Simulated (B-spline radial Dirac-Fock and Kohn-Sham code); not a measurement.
Atomic SCF run for C⁴⁺

ΔSCF core binding energies without Breit or QED terms, calculated with a radial finite-basis atomic code. Keys: rel is the Hamiltonian (dirac, or spin-free x2c and nr, where L3 and M5 stand for the whole 2p and 3d shells), method is hf or an exchange,correlation pair (spin-unpolarised, also for the hole states), nuc the nuclear model, radius_factor scales its radius, rmax is the box in bohr, h the logarithmic mesh step, order the B-spline order, points the quadrature points per cell, c_factor scales the speed of light, and damp, ndamp, maxit and tol steer the iteration. The run stops when the commutator error falls below 10·tol·max(1, Z/10), or the numerical noise floor, and the energy has settled to about 1e-8 Ha; the virial ratio is −V/T.

Input (task.json):

```json
{"items": [{"Z": 6, "q": 4, "cfg": [[1, 0, 2]], "A": 12, "rrms": 2.4702, "do": "settings", "holes": ["K", "L3", "M5"],
  "settings": [{"rel": "dirac", "method": "hf", "nuc": "fermi", "radius_factor": 1.0, "rmax": 45.0, "h": 0.3, "order": 8, "points": 10, "c_factor": 1.0, "maxit": 3, "damp": 0.5, "ndamp": 3, "tol": 1e-08}]}]}
```

Command: `python xray2_run.py task.json out`

Ground-state iterations:

```
iter   energy (Ha)        error
   1      -32.10045354  6.18e-01
   2      -32.37569031  1.42e-02
   3      -32.37590393  7.44e-03
```

The ground state had not converged after 3 iterations, with total energy -32.37590 Ha, virial ratio 2.00176 and highest orbital energy -392.55 eV. ΔSCF binding energies: K (1s) 391.0 eV (not all states converged, so these are not final). Holes are computed only in closed shells, and unreliable hole states are left out.

Question: One setting is unsound. Which, and why?

Answer: maxit ends the run before self-consistency. With the default settings (Dirac Hartree-Fock): The ground state converged in 7 iterations, with total energy -32.37599 Ha, virial ratio 1.99909 and highest orbital energy -392.47 eV. ΔSCF binding energies: K (1s) 391.0 eV. Holes are computed only in closed shells, and unreliable hole states are left out.
